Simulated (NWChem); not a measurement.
System: InI$_{3}$; SMILES [I][In]([I])[I]

Here is an NWChem input.

```
start job
memory heap 200 mb stack 700 mb global 900 mb
geometry units angstroms noautoz
  In     0.000000     0.000000     0.000000
  I      0.688051    -2.567840     0.000000
  I     -2.567840     0.688051     0.000000
  I      1.879790     1.879790     0.000000
end
basis spherical
  * library def2-svp
end
ecp
  In library def2-ecp
  I library def2-ecp
end
dft
  xc xpbe96 cpbe96
  iterations 200
  convergence nolevelshifting
end
task dft gradient
```

Output (shortened):

```
             Northwest Computational Chemistry Package (NWChem) 7.3.0
             --------------------------------------------------------

 D3H symmetry detected

                             Geometry "geometry" -> ""
                             -------------------------

 Output coordinates in angstroms (scale by  1.889725989 to convert to a.u.)

  No.       Tag          Charge          X              Y              Z
 ---- ---------------- ---------- -------------- -------------- --------------
    1 In                  49.0000    -0.00000000    -0.00000000     0.00000000
    2 I                   53.0000     0.68805075    -2.56784036     0.00000000
    3 I                   53.0000    -2.56784036     0.68805075     0.00000000
    4 I                   53.0000     1.87978961     1.87978961     0.00000000

 Effective nuclear repulsion energy (a.u.)    2519.3281376161

      Symmetry information
      --------------------

 Group name             D3h
 Group number             27
 Group order              12
 No. of unique centers     2

 Summary of "ao basis" -> "ao basis" (spherical)
 ------------------------------------------------------------------------------
       Tag                 Description            Shells   Functions and Types
 ---------------- ------------------------------  ------  ---------------------
 In                         def2-svp                10       26   4s4p2d
 I                          def2-svp                10       26   4s4p2d

      Symmetry analysis of basis
      --------------------------

        a1'        18
        a1"         2
        a2'         6
        a2"        10
        e'         48
        e"         20

  Rotation of axis

            General Information
            -------------------
          SCF calculation type: DFT
          Wavefunction type:  closed shell.
          No. of atoms     :     4
          No. of electrons :    96
           Alpha electrons :    48
            Beta electrons :    48
          Charge           :     0
          Spin multiplicity:     1
          Use of symmetry is: on ; symmetry adaption is: on
          Maximum number of iterations: 200
          AO basis - number of functions:   104
                     number of shells:    40
          Convergence on energy requested:  1.00D-06
          Convergence on density requested:  1.00D-05
          Convergence on gradient requested:  5.00D-04

              XC Information
              --------------
          PerdewBurkeErnzerhof Exchange Functional  1.000
            Perdew 1991 LDA Correlation Functional  1.000 local
           PerdewBurkeErnz. Correlation Functional  1.000 non-local

             Grid Information
             ----------------
          Grid used for XC integration:  medium
          Radial quadrature: Mura-Knowles
          Angular quadrature: Lebedev.
          Tag              B.-S. Rad. Rad. Pts. Rad. Cut. Ang. Pts.
          ---              ---------- --------- --------- ---------
          In                  1.55      123          10.0       590
          I                   1.40      123          12.0       590
          Grid pruning is: on
          Number of quadrature shells:   246
          Spatial weights used:  Erf1

      Superposition of Atomic Density Guess
      -------------------------------------

 Sum of atomic energies:       -1259.43166153

      Non-variational initial energy
      ------------------------------

 Total energy =   -1079.611941
 1-e energy   =   -2944.295372
 2-e energy   =    1335.683781
 HOMO         =      -0.345595
 LUMO         =      -0.077268

      Symmetry analysis of molecular orbitals - initial
      -------------------------------------------------

  Numbering of irreducible representations:

     1 a1'         2 a1"         3 a2'         4 a2"         5 e'
     6 e"

  Orbital symmetries:

     1 a1'         2 e'          3 e'          4 a1'         5 e'
     6 e'          7 a2"         8 e'          9 e'         10 e"
    11 e"         12 a2'        13 a1'        14 e'         15 e'
    16 a2"        17 a1'        18 e'         19 e'         20 e'
    21 e'         22 a2"        23 e"         24 e"         25 a2'
    26 a1'        27 e"         28 e"         29 e'         30 e'
    31 a1"        32 e'         33 e'         34 a1'        35 e"
    36 e"         37 a1'        38 e'         39 e'         40 a1'
    41 e'         42 e'         43 a2"        44 e"         45 e"
    46 e'         47 e'         48 a2'        49 a1'        50 a2"
    51 e'         52 e'         53 a1'        54 e'         55 e'
    56 a2"        57 e"         58 e"

   convergence    iter        energy       DeltaE   RMS-Dens  Diis-err
 ---------------- ----- ----------------- --------- --------- ---------
 d= 0,ls=0.0,diis     1  -1083.2712802262 -1.61D+03  2.45D-02  4.58D-01
 d= 0,ls=0.0,diis     2  -1083.0399866875  2.31D-01  1.56D-02  1.64D+00
 d= 0,ls=0.0,diis     3  -1083.3574533019 -3.17D-01  1.79D-03  2.51D-02
 d= 0,ls=0.0,diis     4  -1083.3611043484 -3.65D-03  4.32D-04  1.11D-03
 d= 0,ls=0.0,diis     5  -1083.3612259119 -1.22D-04  1.03D-04  1.14D-04
  Resetting Diis
 d= 0,ls=0.0,diis     6  -1083.3612442482 -1.83D-05  2.06D-05  2.14D-06
 d= 0,ls=0.0,diis     7  -1083.3612447194 -4.71D-07  3.02D-06  1.84D-08

         Total DFT energy =    -1083.361244719384
      One electron energy =    -2944.728891020722
           Coulomb energy =     1415.797826428377
    Exchange-Corr. energy =      -83.429830597226
 Nuclear repulsion energy =      528.999650470187

 Numeric. integr. density =       96.000000487373

                  Occupations of the irreducible representations
                  ----------------------------------------------

                     irrep           alpha         beta
                     --------     --------     --------
                     a1'               8.0          8.0
                     a1"               1.0          1.0
                     a2'               3.0          3.0
                     a2"               4.0          4.0
                     e'               22.0         22.0
                     e"               10.0         10.0

                       DFT Final Molecular Orbital Analysis
                       ------------------------------------

 Vector   46  Occ=2.000000D+00  E=-2.515610D-01  Symmetry=e"
              MO Center= -1.3D+00,  4.3D-02, -2.1D-14, r^2= 7.2D+00
   Bfn.  Coefficient  Atom+Function         Bfn.  Coefficient  Atom+Function
  ----- ------------  ---------------      ----- ------------  ---------------
    65      0.497017  3 I  pz                68      0.443101  3 I  pz
    39     -0.297909  2 I  pz                42     -0.265592  2 I  pz
    62     -0.201942  3 I  pz                91     -0.199108  4 I  pz
    94     -0.177509  4 I  pz                59     -0.163445  3 I  pz
    36      0.121043  2 I  pz                33      0.097968  2 I  pz

 Vector   47  Occ=2.000000D+00  E=-2.515610D-01  Symmetry=e"
              MO Center=  1.3D+00, -4.3D-02, -2.3D-14, r^2= 7.2D+00
   Bfn.  Coefficient  Atom+Function         Bfn.  Coefficient  Atom+Function
  ----- ------------  ---------------      ----- ------------  ---------------
    91      0.458951  4 I  pz                94      0.409164  4 I  pz
    39     -0.401908  2 I  pz                42     -0.358309  2 I  pz
    88     -0.186475  4 I  pz                36      0.163298  2 I  pz
    85     -0.150927  4 I  pz                33      0.132168  2 I  pz
    18     -0.070548  1 In d -1              65     -0.057043  3 I  pz

 Vector   48  Occ=2.000000D+00  E=-2.432473D-01  Symmetry=a2'
              MO Center=  1.8D-13,  8.7D-14, -1.6D-17, r^2= 9.0D+00
   Bfn.  Coefficient  Atom+Function         Bfn.  Coefficient  Atom+Function
  ----- ------------  ---------------      ----- ------------  ---------------
    37      0.351107  2 I  px                64     -0.351107  3 I  py
    40      0.310971  2 I  px                67     -0.310971  3 I  py
    89     -0.257028  4 I  px                90      0.257028  4 I  py
    92     -0.227646  4 I  px                93      0.227646  4 I  py
    34     -0.141975  2 I  px                61      0.141975  3 I  py

 Vector   49  Occ=0.000000D+00  E=-1.410854D-01  Symmetry=a1'
              MO Center= -6.1D-16,  4.4D-15, -2.0D-16, r^2= 7.7D+00
   Bfn.  Coefficient  Atom+Function         Bfn.  Coefficient  Atom+Function
  ----- ------------  ---------------      ----- ------------  ---------------
     3      0.712069  1 In s                  4      0.619786  1 In s
    41     -0.387392  2 I  py                66     -0.387392  3 I  px
     1     -0.363269  1 In s                 38     -0.299433  2 I  py
    63     -0.299433  3 I  px                92      0.283591  4 I  px
    93      0.283591  4 I  py                89      0.219200  4 I  px

 Vector   50  Occ=0.000000D+00  E=-9.904748D-02  Symmetry=a2"
              MO Center=  5.5D-15,  6.8D-15,  8.6D-16, r^2= 5.1D+00
   Bfn.  Coefficient  Atom+Function         Bfn.  Coefficient  Atom+Function
  ----- ------------  ---------------      ----- ------------  ---------------
    13      0.659343  1 In pz                16      0.508190  1 In pz
    42     -0.233528  2 I  pz                68     -0.233528  3 I  pz
    94     -0.233528  4 I  pz                39     -0.174924  2 I  pz
    65     -0.174924  3 I  pz                91     -0.174924  4 I  pz
    10     -0.162851  1 In pz                 7     -0.150041  1 In pz

 Vector   51  Occ=0.000000D+00  E=-9.691822D-03  Symmetry=e'
              MO Center=  1.5D-02,  9.1D-02, -1.3D-14, r^2= 7.4D+00
   Bfn.  Coefficient  Atom+Function         Bfn.  Coefficient  Atom+Function
  ----- ------------  ---------------      ----- ------------  ---------------
    15      0.922591  1 In py                12      0.567487  1 In py
    41      0.503105  2 I  py                30      0.483227  2 I  s
    14     -0.472020  1 In px                66     -0.391588  3 I  px
    56     -0.331294  3 I  s                 92      0.314786  4 I  px
    11     -0.290340  1 In px                29      0.263308  2 I  s

     Multipole analysis of the density
     ---------------------------------

     L   x y z        total         alpha         beta         nuclear
     -   - - -        -----         -----         ----         -------
     0   0 0 0     -0.000000    -48.000000    -48.000000     96.000000

     1   1 0 0     -0.000000     -0.000000     -0.000000     -0.000000
     1   0 1 0     -0.000000     -0.000000     -0.000000     -0.000000
     1   0 0 1      0.000000      0.000000      0.000000      0.000000

     2   2 0 0    -77.494719   -511.950292   -511.950292    946.405864
     2   1 1 0      0.000000      0.000000      0.000000      0.000000
     2   1 0 1     -0.000000     -0.000000     -0.000000      0.000000
     2   0 2 0    -77.494719   -511.950292   -511.950292    946.405864
     2   0 1 1      0.000000      0.000000      0.000000      0.000000
     2   0 0 2    -76.000437    -38.000219    -38.000219      0.000000

            General Information
            -------------------
          SCF calculation type: DFT
          Wavefunction type:  closed shell.
          No. of atoms     :     4
          No. of electrons :    96
           Alpha electrons :    48
            Beta electrons :    48
          Charge           :     0
          Spin multiplicity:     1
          Use of symmetry is: on ; symmetry adaption is: on
          Maximum number of iterations: 200
          AO basis - number of functions:   104
                     number of shells:    40
          Convergence on energy requested:  1.00D-06
          Convergence on density requested:  1.00D-05
          Convergence on gradient requested:  5.00D-04

              XC Information
              --------------
          PerdewBurkeErnzerhof Exchange Functional  1.000
            Perdew 1991 LDA Correlation Functional  1.000 local
           PerdewBurkeErnz. Correlation Functional  1.000 non-local

             Grid Information
             ----------------
          Grid used for XC integration:  medium
          Radial quadrature: Mura-Knowles
          Angular quadrature: Lebedev.
          Tag              B.-S. Rad. Rad. Pts. Rad. Cut. Ang. Pts.
          ---              ---------- --------- --------- ---------
          In                  1.55      123          10.0       590
          I                   1.40      123          12.0       590
          Grid pruning is: on
          Number of quadrature shells:   246
          Spatial weights used:  Erf1

          Convergence Information
          -----------------------
          Convergence aids based upon iterative change in
          total energy or number of iterations.
          Levelshifting, if invoked, occurs when the
          HOMO/LUMO gap drops below (HL_TOL):  1.00D-02
          DIIS, if invoked, will attempt to extrapolate
          using up to (NFOCK): 10 stored Fock matrices.

                    Damping( 0%)  Levelshifting(0.0)       DIIS
                  --------------- ------------------- ---------------
          dE  on:    start             N/A                start
          dE off:    2 iters           N/A              200 iters

                            NWChem DFT Gradient Module
                            --------------------------

  charge          =   0.00
  wavefunction    = closed shell

  Rotation of axis
  Using symmetry

                         DFT ENERGY GRADIENTS

    atom               coordinates                        gradient
                 x          y          z           x          y          z
   1 In     -0.000000  -0.000000   0.000000   -0.000000  -0.000000   0.000000
   2 I       1.300227  -4.852515   0.000000   -0.001417   0.005287   0.000000
   3 I      -4.852515   1.300227   0.000000    0.005287  -0.001417   0.000000
   4 I       3.552287   3.552287   0.000000   -0.003870  -0.003870   0.000000
```

Level: PBE/def2-SVP with def2 effective core potentials on In, I. All runs use the structure optimised with PBE0/def2-SVP. Not confirmed as a minimum by frequencies. def2 effective core potentials on In, I; no spin-orbit coupling.
